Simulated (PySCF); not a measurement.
# `C=C1[C@@H](Br)[C@H]1CC`, C6H9Br

Molfile (atoms numbered from 1):
```
C6H9Br
     RDKit          3D

 16 16  0  0  0  0  0  0  0  0999 V2000
   -2.5121    1.0329    0.1326 C   0  0  0  0  0  0  0  0  0  0  0  0
   -1.4727    0.3861    0.5933 C   0  0  0  0  0  0  0  0  0  0  0  0
   -0.9329   -0.8707    1.1083 C   0  0  1  0  0  0  0  0  0  0  0  0
   -0.8990   -2.4343   -0.0383 Br  0  0  0  0  0  0  0  0  0  0  0  0
   -0.0247    0.3132    0.8260 C   0  0  1  0  0  0  0  0  0  0  0  0
    0.9415    0.3115   -0.3394 C   0  0  0  0  0  0  0  0  0  0  0  0
    2.2391   -0.4042    0.0203 C   0  0  0  0  0  0  0  0  0  0  0  0
   -3.4895    0.5796    0.0940 H   0  0  0  0  0  0  0  0  0  0  0  0
   -2.4311    2.0481   -0.2201 H   0  0  0  0  0  0  0  0  0  0  0  0
   -1.1171   -1.1763    2.1294 H   0  0  0  0  0  0  0  0  0  0  0  0
    0.3720    0.8041    1.7107 H   0  0  0  0  0  0  0  0  0  0  0  0
    1.1527    1.3468   -0.6192 H   0  0  0  0  0  0  0  0  0  0  0  0
    0.4769   -0.1768   -1.1983 H   0  0  0  0  0  0  0  0  0  0  0  0
    2.9265   -0.3841   -0.8214 H   0  0  0  0  0  0  0  0  0  0  0  0
    2.0431   -1.4431    0.2753 H   0  0  0  0  0  0  0  0  0  0  0  0
    2.7196    0.0760    0.8703 H   0  0  0  0  0  0  0  0  0  0  0  0
  1  2  2  0
  2  3  1  0
  3  4  1  0
  3  5  1  0
  5  6  1  0
  6  7  1  0
  5  2  1  0
  1  8  1  0
  1  9  1  0
  3 10  1  1
  5 11  1  1
  6 12  1  0
  6 13  1  0
  7 14  1  0
  7 15  1  0
  7 16  1  0
M  END
```

Method used: GIAO HF/pcSseg-1 magnetisability, rotational g tensor and spin-rotation constants, non-relativistic, gas phase (PySCF). Geometry: GFN2-xTB.

The calculation is non-relativistic, which matters for the atoms heavier than Zn.

Problem. Give the nuclear spin-rotation constants along the inertial axes (H = +C I·J) beside the isotropic shieldings.

Solution. Rotational constants 1.9379, 1.4696, 0.9282 GHz. A star marks the isotopologue with that one atom substituted, in its own axes.
| atom | isotope | Caa (kHz) | Cbb (kHz) | Ccc (kHz) | mean (kHz) | σ (ppm) |
| --- | --- | --- | --- | --- | --- | --- |
| Br4 | 79Br | 1.261 | 1.974 | 0.867 | 1.367 | 2483.9 |
| H8 | 1H | -0.018 | -0.012 | -0.098 | -0.043 | 26.1 |
| H9 | 1H | 0.087 | -0.146 | -0.066 | -0.042 | 26.3 |
| H10 | 1H | -0.181 | -0.150 | 0.017 | -0.105 | 28.7 |
| H11 | 1H | -0.124 | -0.152 | -0.037 | -0.104 | 30.7 |
| H12 | 1H | 0.022 | -0.164 | -0.085 | -0.076 | 30.4 |
| H13 | 1H | -0.121 | -0.155 | -0.030 | -0.102 | 30.9 |
| H14 | 1H | -0.211 | -0.073 | -0.040 | -0.108 | 31.0 |
| H15 | 1H | 0.005 | -0.149 | -0.087 | -0.077 | 30.5 |
| H16 | 1H | -0.125 | -0.153 | -0.034 | -0.104 | 31.1 |
| C1 | 13C* | 0.755 | 0.391 | 0.148 | 0.431 | 80.9 |
| C2 | 13C* | 0.826 | 0.548 | 0.146 | 0.506 | 51.7 |
| C3 | 13C* | 0.319 | 0.205 | 0.125 | 0.216 | 164.5 |
| C5 | 13C* | 0.305 | 0.225 | 0.086 | 0.205 | 172.8 |
| C6 | 13C* | 0.285 | 0.203 | 0.128 | 0.205 | 168.6 |
| C7 | 13C* | 0.261 | 0.173 | 0.116 | 0.183 | 178.2 |

For the geometry as given, no vibrational averaging.

Problem. How do the rotational constants and the g tensor change when H8, H9, H10, H11, H12, H13, H14, H15, H16 are replaced by deuterium?

Solution. Constants 1.6072, 1.3172, 0.8201 GHz; g -0.0045, -0.0024, 0.0009, against -0.0045, -0.0031, 0.0010 before.
